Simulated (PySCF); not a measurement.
Calculation: TPSSh-D3(BJ)/def2-TZVP // TPSS-D3(BJ)/def2-SVP (PySCF). Isolated molecules, 0 K electronic values unless said otherwise. 

Reference species: [Cd(Cl)(F)] (neutral, multiplicity 1).

```json
{
  "coordination_number": "2",
  "LUMO": "-2.78 eV"
}
```

Changed species: [Cd(Cl)2] (0 of 2 Cl replaced by F; the reference has 1 of 2 Cl replaced by F).

Q: Predict the effect on the coordination number and LUMO.

A: the coordination number is nearly the same; the LUMO goes up by 0.06 eV, to -2.72 eV.
